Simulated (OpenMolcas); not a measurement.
Pt2+ (d8) among equal point charges was computed by CASSCF with the d shell active (OpenMolcas, ANO-RCC-VTZP on the metal). Its lowest spin-free states, and all those of the highest spin:

```tsv
2S+1	Degeneracy	E (cm-1)
3	1	0.0
1	2	14612
3	3	15863
3	3	23745
1	1	25429
1	3	28726
1	3	32533
3	3	36789
1	2	45616
1	3	45808
1	1	65562
```

Task: Is the site octahedral, tetrahedral or cube-like, axial, or of lower symmetry?

Result: The states with 2S+1 = 3 have orbital degeneracies 1, 3, 3, 3. Threefold states need a cubic site. For d8 at this spin an octahedron puts the single A2 below the threefold T2 and a tetrahedron or cube puts the threefold T1 below the threefold T2, so the site is octahedral. The first gap at this spin, 15900 cm-1, is |10Dq| in ligand-field theory. The run had Pt2+ among 6 point charges of -1.7 e arranged as an octahedron (Oh), 1.85 Å from the ion. The active orbitals were held to one l.

Without dynamic correlation the repulsion within the d shell is too large (B by tens of per cent), so at a given field states of lower spin stand too high. Real 4d8 and 5d8 ions are as a rule square planar and diamagnetic. Point charges carry no covalency, so the field is a model and not that of real ligands. No measured value stands beside these numbers.
